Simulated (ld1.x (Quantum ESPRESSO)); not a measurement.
**Reading a pseudo-wave (terbium (Tb))**

Columns: radius, all-electron u(r) and pseudo u(r) of the 5s shell (level -47.52 eV) of terbium in the configuration [Kr] 4d10 4f9 5s2 5p6 5d0 6s2 6p0; PBEsol, scalar-relativistic, ultrasoft scheme, ld1.x (Quantum ESPRESSO) 7.5.

```tsv
r (bohr)	all-electron	pseudo
0.202	0.3355	0.3601
0.405	-0.5323	0.6796
0.607	-0.1289	0.9207
0.810	0.5717	1.0645
1.012	0.9479	1.1049
1.215	1.0238	1.0536
1.418	0.9326	0.9345
1.620	0.7776	0.7791
1.822	0.6147	0.6167
2.025	0.4687	0.4693
2.228	0.3490	0.3490
2.430	0.2559	0.2559
2.632	0.1855	0.1855
2.835	0.1331	0.1331
3.037	0.0950	0.0950
3.240	0.0674	0.0674
3.442	0.0477	0.0477
3.645	0.0336	0.0336
3.847	0.0237	0.0237
4.050	0.0166	0.0166
4.252	0.0116	0.0116
4.455	0.0081	0.0081
4.658	0.0057	0.0057
4.860	0.0039	0.0039
5.062	0.0027	0.0027
5.265	0.0019	0.0019
```

Q: How many radial nodes do the two functions have?

A: The all-electron 5s function has n − l − 1 = 4 (the table is too coarse to show those close to the nucleus); the pseudo-wave has 0, since the states of the same l below it are removed with the core.

Q: At about which radius was the pseudo-wave matched?

A: 2.20 bohr, where the columns begin to agree (steps of 0.20 bohr).

Q: Is the pseudo-wave norm-conserving?

A: No, it belongs to an ultrasoft set: the norm inside the radius is not constrained, and the difference is carried by the augmentation charge.
